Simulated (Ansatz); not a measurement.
Cartesian coordinates (Å):
SMILES: I[B]I
```xyz
3

I      1.8779    -0.3002     0.0000
B     -0.0011     0.6072     0.0000
I     -1.8768    -0.3070     0.0000
```
Charge 0, spin multiplicity 2.

The numbers are results of frozen-core CCSD(T)/def2-TZVPP // PBE0-D3(BJ)/def2-TZVP in Ansatz (a quantum-chemistry and plane-wave program), not measurements.

The HF energy is -618.00167 Ha and the MP2 correlation energy comes out as -1.06646 Ha.

**Question.** Estimate the CCSD correlation energy, the (T) correction, the total energy and the T1 diagnostic.

**Answer.** 
| Quantity | Result |
|---|---|
| CCSD correlation energy | -1.01232 Ha |
| (T) correction | -0.02715 Ha |
| CCSD(T) total energy | -619.04115 Ha |
| T1 diagnostic | 0.014 |
